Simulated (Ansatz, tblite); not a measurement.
Forces on Ga12N12 (started as a model of: (GaN)12 cage of four- and six-membered rings) at its PBE-D4/def2-SVP geometry. Total charge 0; singlet.

The xTB rows come from tblite. Single mean-field runs in def2-TZVP are fitted with def2-universal-jkfit.

GFN1-xTB (tblite), largest force 1.31 eV/Å:

```xyz
24
positions Å, forces eV/Å
Ga   -0.873   -2.049    1.762   -0.078    0.003    0.097
Ga   -1.813    0.362    2.155   -0.045   -0.080    0.083
Ga   -2.628   -0.939   -0.523   -0.064   -0.008   -0.106
Ga   -0.098   -2.581   -1.179    0.076   -0.097    0.010
Ga    1.907   -2.061    0.420    0.007   -0.115   -0.045
Ga    1.233    0.063    2.557    0.112    0.038    0.035
Ga    2.628    0.939    0.523    0.064    0.008    0.105
Ga    0.098    2.581    1.179   -0.076    0.097   -0.010
Ga   -1.907    2.061   -0.420   -0.007    0.115    0.045
Ga   -1.234   -0.063   -2.557   -0.112   -0.038   -0.035
Ga    1.813   -0.362   -2.155    0.045    0.080   -0.082
Ga    0.873    2.049   -1.761    0.078   -0.003   -0.096
N    -0.413   -0.654    3.018   -0.122   -0.257    1.280
N    -2.555   -1.209    1.309   -1.100   -0.510    0.501
N    -1.631   -1.841   -1.912   -0.649   -0.815   -0.796
N     0.254   -3.032    0.667    0.071   -1.269    0.323
N     1.745   -2.097   -1.506    0.751   -0.842   -0.668
N     2.635   -0.735    1.491    1.107   -0.360    0.604
N     1.631    1.841    1.911    0.649    0.816    0.796
N    -1.744    2.097    1.506   -0.751    0.842    0.668
N    -2.635    0.734   -1.491   -1.107    0.360   -0.604
N    -0.254    3.032   -0.667   -0.071    1.269   -0.323
N     2.555    1.209   -1.309    1.100    0.510   -0.501
N     0.412    0.654   -3.018    0.122    0.257   -1.281
```

GFN2-xTB (tblite), largest force 0.26 eV/Å:

```
Ga -0.057 -0.212 0.140
Ga -0.167 0.071 0.187
Ga -0.243 -0.093 -0.009
Ga -0.042 -0.225 -0.125
Ga 0.193 -0.163 0.062
Ga 0.080 -0.010 0.248
Ga 0.243 0.093 0.009
Ga 0.042 0.225 0.126
Ga -0.193 0.163 -0.062
Ga -0.079 0.009 -0.248
Ga 0.167 -0.071 -0.187
Ga 0.057 0.212 -0.141
N 0.174 0.055 0.075
N -0.118 -0.020 -0.157
N 0.108 -0.165 0.003
N -0.120 -0.016 0.156
N 0.082 0.112 -0.140
N 0.028 -0.185 -0.061
N -0.108 0.165 -0.003
N -0.082 -0.112 0.140
N -0.028 0.186 0.061
N 0.120 0.015 -0.156
N 0.118 0.020 0.157
N -0.174 -0.055 -0.076
```

PBE-D4/def2-TZVP (Ansatz), largest force 0.14 eV/Å:

```
Ga 0.017 0.125 -0.062
Ga 0.088 -0.059 -0.091
Ga 0.129 0.053 -0.018
Ga 0.041 0.110 0.076
Ga -0.112 0.071 -0.046
Ga -0.022 0.014 -0.138
Ga -0.129 -0.053 0.017
Ga -0.041 -0.111 -0.076
Ga 0.112 -0.071 0.046
Ga 0.023 -0.014 0.138
Ga -0.088 0.059 0.092
Ga -0.017 -0.125 0.061
N 0.012 -0.015 0.119
N -0.110 -0.047 0.023
N -0.042 -0.091 -0.068
N -0.009 -0.112 0.048
N 0.075 -0.057 -0.075
N 0.099 -0.055 0.044
N 0.042 0.092 0.068
N -0.075 0.058 0.075
N -0.099 0.055 -0.044
N 0.010 0.111 -0.048
N 0.110 0.047 -0.022
N -0.012 0.015 -0.120
```
